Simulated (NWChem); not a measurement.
System: BeH2SeS; SMILES [SeH][Be][SH]

NWChem input:

```
start job
memory heap 200 mb stack 900 mb global 1100 mb
geometry units angstroms
  Be     0.022059    -0.663009     0.037511
  S     -0.050957    -2.565025     0.116953
  H      0.004614    -2.691683    -1.230234
  Se     0.134319     1.363746    -0.023908
  H     -1.334541     1.458739    -0.089184
end
basis spherical
  * library 6-31g*
end
dft
  xc b3lyp
  iterations 150
end
driver
  maxiter 120
end
task dft optimize
task dft freq
```

Output (shortened):

```
             Northwest Computational Chemistry Package (NWChem) 7.3.0
             --------------------------------------------------------

 C1  symmetry detected

                             Geometry "geometry" -> ""
                             -------------------------

 Output coordinates in angstroms (scale by  1.889725989 to convert to a.u.)

  No.       Tag          Charge          X              Y              Z
 ---- ---------------- ---------- -------------- -------------- --------------
    1 Be                   4.0000     0.00692517    -0.68988831     0.02173554
    2 S                   16.0000     0.01484504    -2.59469720     0.05251883
    3 H                    1.0000     0.02758534    -2.68463735    -1.29869975
    4 Se                  34.0000     0.03371729     1.34069693     0.01095538
    5 H                    1.0000    -1.43919446     1.37565028    -0.00102668

 Effective nuclear repulsion energy (a.u.)     152.9182943249

                                Z-matrix (autoz)
                                --------

 Units are Angstrom for bonds and degrees for angles

      Type          Name      I     J     K     L     M      Value
      ----------- --------  ----- ----- ----- ----- ----- ----------
    1 Stretch                  1     2                       1.90507
    2 Stretch                  1     4                       2.03079
    3 Stretch                  2     3                       1.35427
    4 Stretch                  4     5                       1.47338
    5 Bend                     1     2     3                92.88434
    6 Bend                     1     4     5                90.60593
    7 Bend                     2     4     5                91.08948
    8 Bend                     4     2     3                93.20025
    9 Torsion                  3     2     4     5          90.10357
   10 Torsion                  2     3     1     4         178.20395
   11 Torsion                  2     1     5     4         178.92348

                           NWChem Geometry Optimization
                           ----------------------------

 maximum gradient threshold         (gmax) =   0.000450
 rms gradient threshold             (grms) =   0.000300
 maximum cartesian step threshold   (xmax) =   0.001800
 rms cartesian step threshold       (xrms) =   0.001200
 fixed trust radius                (trust) =   0.300000
 source of zmatrix                         =   autoz

          -------------------
          Energy Minimization
          -------------------

 Using diagonal initial Hessian
 Scaling for Hessian diagonals: bonds = 1.00  angles = 0.25  torsions = 0.10

          --------
          Step   0

                                 NWChem DFT Module
                                 -----------------

 Summary of "ao basis" -> "ao basis" (spherical)
 ------------------------------------------------------------------------------
       Tag                 Description            Shells   Functions and Types
 ---------------- ------------------------------  ------  ---------------------
 Be                          6-31g*                  6       14   3s2p1d
 S                           6-31g*                  8       18   4s3p1d
 H                           6-31g*                  2        2   2s
 Se                          6-31g*                 12       32   5s4p3d

            General Information
            -------------------
          SCF calculation type: DFT
          Wavefunction type:  closed shell.
          No. of atoms     :     5
          No. of electrons :    56
           Alpha electrons :    28
            Beta electrons :    28
          Charge           :     0
          Spin multiplicity:     1
          Use of symmetry is: off; symmetry adaption is: off
          Maximum number of iterations: 150
          AO basis - number of functions:    68
                     number of shells:    30
          Convergence on energy requested:  1.00D-06
          Convergence on density requested:  1.00D-05
          Convergence on gradient requested:  5.00D-04

              XC Information
              --------------
                         B3LYP Method XC Potential
                     Hartree-Fock (Exact) Exchange  0.200
                        Slater Exchange Functional  0.800 local
                    Becke 1988 Exchange Functional  0.720 non-local
              Lee-Yang-Parr Correlation Functional  0.810
                  VWN I RPA Correlation Functional  0.190 local

             Grid Information
             ----------------
          Grid used for XC integration:  medium
          Radial quadrature: Mura-Knowles
          Angular quadrature: Lebedev.
          Tag              B.-S. Rad. Rad. Pts. Rad. Cut. Ang. Pts.
          ---              ---------- --------- --------- ---------
          Be                  1.05       49           8.0       434
          S                   1.00       88          11.0       590
          H                   0.35       45          12.0       434
          Se                  1.15      112          11.0       590
          Grid pruning is: on
          Number of quadrature shells:   339
          Spatial weights used:  Erf1

      Superposition of Atomic Density Guess
      -------------------------------------

 Sum of atomic energies:       -2812.52425334

      Non-variational initial energy
      ------------------------------

 Total energy =   -2813.289513
 1-e energy   =   -4216.492387
 2-e energy   =    1250.284579
 HOMO         =      -0.306481
 LUMO         =       0.047018

   convergence    iter        energy       DeltaE   RMS-Dens  Diis-err
 ---------------- ----- ----------------- --------- --------- ---------
 d= 0,ls=0.0,diis     1  -2815.4571296251 -2.97D+03  1.37D-02  3.38D-01
 d= 0,ls=0.0,diis     2  -2815.4812529807 -2.41D-02  7.72D-03  1.94D-01
 d= 0,ls=0.0,diis     3  -2815.5084391405 -2.72D-02  2.46D-03  1.84D-02
 d= 0,ls=0.0,diis     4  -2815.5115097007 -3.07D-03  5.06D-04  1.03D-03
 d= 0,ls=0.0,diis     5  -2815.5116921678 -1.82D-04  9.66D-05  2.49D-05
  Resetting Diis
 d= 0,ls=0.0,diis     6  -2815.5116963442 -4.18D-06  2.36D-05  1.66D-06
 d= 0,ls=0.0,diis     7  -2815.5116966368 -2.93D-07  7.89D-06  8.89D-08

         Total DFT energy =    -2815.511696636776
      One electron energy =    -4218.787767126241
           Coulomb energy =     1366.892458184052
    Exchange-Corr. energy =     -116.534682019482
 Nuclear repulsion energy =      152.918294324895

 Numeric. integr. density =       56.000014745334

                       DFT Final Molecular Orbital Analysis
                       ------------------------------------

 Vector   26  Occ=2.000000D+00  E=-3.145492D-01
              MO Center=  2.1D-02,  8.5D-02,  3.6D-02, r^2= 4.8D+00
   Bfn.  Coefficient  Atom+Function         Bfn.  Coefficient  Atom+Function
  ----- ------------  ---------------      ----- ------------  ---------------
    46      0.539124  4 Se py                22      0.349012  2 S  py
     4     -0.299210  1 Be py                42     -0.240156  4 Se py
    50      0.183299  4 Se py                44     -0.172716  4 Se s
    26      0.148185  2 S  py                18     -0.137165  2 S  py
    48      0.126057  4 Se s                 45      0.122976  4 Se px

 Vector   27  Occ=2.000000D+00  E=-2.753017D-01
              MO Center=  1.7D-02, -2.4D+00,  3.9D-02, r^2= 1.8D+00
   Bfn.  Coefficient  Atom+Function         Bfn.  Coefficient  Atom+Function
  ----- ------------  ---------------      ----- ------------  ---------------
    21      0.656090  2 S  px                25      0.385154  2 S  px
    17     -0.251526  2 S  px                 3      0.136655  1 Be px
     7      0.073856  1 Be px                45     -0.047864  4 Se px
    68      0.038974  5 H  s                 44      0.035329  4 Se s
    46     -0.033006  4 Se py                67      0.030843  5 H  s

 Vector   28  Occ=2.000000D+00  E=-2.594931D-01
              MO Center=  1.5D-02,  1.1D+00,  1.4D-02, r^2= 2.1D+00
   Bfn.  Coefficient  Atom+Function         Bfn.  Coefficient  Atom+Function
  ----- ------------  ---------------      ----- ------------  ---------------
    47      0.703036  4 Se pz                51      0.344338  4 Se pz
    43     -0.303398  4 Se pz                 5      0.133648  1 Be pz
    39      0.091017  4 Se pz                 9      0.070348  1 Be pz
    23     -0.041494  2 S  pz                34      0.038031  3 H  s
    27     -0.031032  2 S  pz                33      0.028265  3 H  s

[...]

      ----------------------
      Optimization converged
      ----------------------

  Step       Energy      Delta E   Gmax     Grms     Xrms     Xmax
  ---- ---------------- -------- -------- -------- -------- --------
@    6   -2815.51177880 -1.4D-07  0.00006  0.00002  0.00038  0.00097
                                     ok       ok       ok       ok

                                Z-matrix (autoz)
                                --------

 Units are Angstrom for bonds and degrees for angles

      Type          Name      I     J     K     L     M      Value     Gradient
      ----------- --------  ----- ----- ----- ----- ----- ---------- ----------
    1 Stretch                  1     2                       1.90275   -0.00000
    2 Stretch                  1     4                       2.03889    0.00006
    3 Stretch                  2     3                       1.35358    0.00001
    4 Stretch                  4     5                       1.48388   -0.00004
    5 Bend                     1     2     3                93.85733    0.00000
    6 Bend                     1     4     5                91.23512    0.00000
    7 Bend                     2     4     5                91.80417    0.00000
    8 Bend                     4     2     3                94.22304    0.00000
    9 Torsion                  3     2     4     5          90.41233    0.00000
   10 Torsion                  2     3     1     4         177.85135    0.00000
   11 Torsion                  2     1     5     4         178.73615    0.00000

                         Geometry "geometry" -> "geometry"
                         ---------------------------------

 Output coordinates in angstroms (scale by  1.889725989 to convert to a.u.)

  No.       Tag          Charge          X              Y              Z
 ---- ---------------- ---------- -------------- -------------- --------------
    1 Be                   4.0000     0.00558016    -0.69338612     0.01921051
    2 S                   16.0000     0.01724653    -2.59587525     0.04829767
    3 H                    1.0000     0.03419232    -2.70746532    -1.30057256
    4 Se                  34.0000     0.03487912     1.34528726     0.01372540
    5 H                    1.0000    -1.44801976     1.39856377     0.00482230

 Effective nuclear repulsion energy (a.u.)     152.5547876374

                Final and change from initial internal coordinates
                --------------------------------------------------

                                Z-matrix (autoz)
                                --------

 Units are Angstrom for bonds and degrees for angles

      Type          Name      I     J     K     L     M      Value       Change
      ----------- --------  ----- ----- ----- ----- ----- ---------- ----------
    1 Stretch                  1     2                       1.90275   -0.00233
    2 Stretch                  1     4                       2.03889    0.00810
    3 Stretch                  2     3                       1.35358   -0.00068
    4 Stretch                  4     5                       1.48388    0.01051
    5 Bend                     1     2     3                93.85733    0.97299
    6 Bend                     1     4     5                91.23512    0.62919
    7 Bend                     2     4     5                91.80417    0.71469
    8 Bend                     4     2     3                94.22304    1.02280
    9 Torsion                  3     2     4     5          90.41233    0.30876
   10 Torsion                  2     3     1     4         177.85135   -0.35260
   11 Torsion                  2     1     5     4         178.73615   -0.18734

 ==============================================================================
                                internuclear distances
 ------------------------------------------------------------------------------
       center one      |      center two      | atomic units |  angstroms
 ------------------------------------------------------------------------------
    2 S                |   1 Be               |     3.59567  |     1.90275
    3 H                |   2 S                |     2.55790  |     1.35358
    4 Se               |   1 Be               |     3.85295  |     2.03889
    5 H                |   4 Se               |     2.80413  |     1.48388
 ------------------------------------------------------------------------------
                         number of included internuclear distances:          4
 ==============================================================================

[second-derivative integrals and response iterations left out]

  Vibrational analysis via the FX method

  See chapter 2 in "Molecular Vibrations" by Wilson, Decius and Cross

  Vib: Default input used

[...]

 Rotational Constants
 --------------------
 A=   4.249019 cm-1  (  6.113253 K)
 B=   0.045348 cm-1  (  0.065244 K)
 C=   0.045297 cm-1  (  0.065171 K)

 Temperature                      =   298.15K
 frequency scaling parameter      =   1.0000

 Zero-Point correction to Energy  =   11.624 kcal/mol  (  0.018524 au)
 Thermal correction to Energy     =   14.963 kcal/mol  (  0.023844 au)
 Thermal correction to Enthalpy   =   15.555 kcal/mol  (  0.024788 au)

 Total Entropy                    =   74.029 cal/mol-K
   - Translational                =   40.291 cal/mol-K (mol. weight = 121.9182)
   - Rotational                   =   24.717 cal/mol-K (symmetry #  =        1)
   - Vibrational                  =    9.021 cal/mol-K

 Cv (constant volume heat capacity) =   15.586 cal/mol-K
   - Translational                  =    2.979 cal/mol-K
   - Rotational                     =    2.979 cal/mol-K
   - Vibrational                    =    9.628 cal/mol-K

[normal modes left out]

 ----------------------------------------------------------------------------
 Normal Eigenvalue ||           Projected Infra Red Intensities
  Mode   [cm**-1]  || [atomic units] [(debye/angs)**2] [(KM/mol)] [arbitrary]
 ------ ---------- || -------------- ----------------- ---------- -----------
    1       -0.000 ||    0.000067           0.002         0.065       0.028
    2       -0.000 ||    0.000127           0.003         0.124       0.052
    3        0.000 ||    0.000000           0.000         0.000       0.000
    4        0.000 ||    0.000220           0.005         0.214       0.091
    5        0.000 ||    0.000016           0.000         0.016       0.007
    6        0.000 ||    0.013436           0.310        13.098       5.547
    7      184.655 ||    0.022178           0.512        21.620       9.155
    8      185.085 ||    0.025957           0.599        25.304      10.715
    9      209.229 ||    0.011977           0.276        11.676       4.944
   10      290.675 ||    0.000086           0.002         0.084       0.036
   11      590.929 ||    0.000643           0.015         0.627       0.265
   12      643.121 ||    0.000769           0.018         0.750       0.318
   13      982.618 ||    0.265108           6.116       258.440     109.441
   14     2388.238 ||    0.019198           0.443        18.715       7.925
   15     2660.376 ||    0.003575           0.082         3.485       1.476
 ----------------------------------------------------------------------------
```

Level: B3LYP/6-31G* (spherical d). This build's default masses of Se (78.918 u) and Br (79.917 u) are each other's, which moves their modes by up to 0.6 %.
